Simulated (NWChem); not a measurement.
System: C6H7, doublet; SMILES C1[CH]CC=CC=1

```xyz
13

C      0.0000    -1.2505     0.6260
C      0.0000    -1.2240    -0.7407
C      0.0000     0.0000    -1.4559
C      0.0000     1.2240    -0.7407
C      0.0000     1.2505     0.6260
C      0.0000     0.0000     1.4438
H      0.0000    -2.2080     1.1549
H      0.0000    -2.1663    -1.2960
H      0.0000     0.0000    -2.5474
H      0.0000     2.1663    -1.2960
H      0.0000     2.2080     1.1549
H      0.8684     0.0000     2.1392
H     -0.8684     0.0000     2.1392
```
Atoms are numbered in this order, from 1.

Computed with NWChem. Spin-unrestricted. Spin-contaminated determinants: UHF/STO-3G (<S²> = 1.42), UHF/def2-SVP (<S²> = 1.19), UHF/def2-SVPD (<S²> = 1.18), UHF/def2-TZVP (<S²> = 1.18). In the optimisation the excess spin sits in a" (Cs, its own frame). Coordinates come from a PBE0/def2-SVP, spin-unrestricted optimisation. No frequency run checked for a minimum. No stability test was run on the SCF state.

Problem. Taking UHF/def2-TZVP as the yardstick, which of these has the fewest basis functions while keeping “dipole (D)” within 0.05 D of it: UHF/STO-3G; UHF/def2-SVPD; UHF/def2-SVP?

Solution. UHF/def2-SVP.
```
level          basis functions  dipole (D)  relative time (rough)
-------------  ---------------  ----------  ---------------------
UHF/STO-3G                  37        0.22                      1
UHF/def2-SVP               119        0.34                      5
UHF/def2-SVPD              176        0.38                      9
UHF/def2-TZVP              228        0.36                     30
```

The yardstick is one finite set, not the basis-set limit.
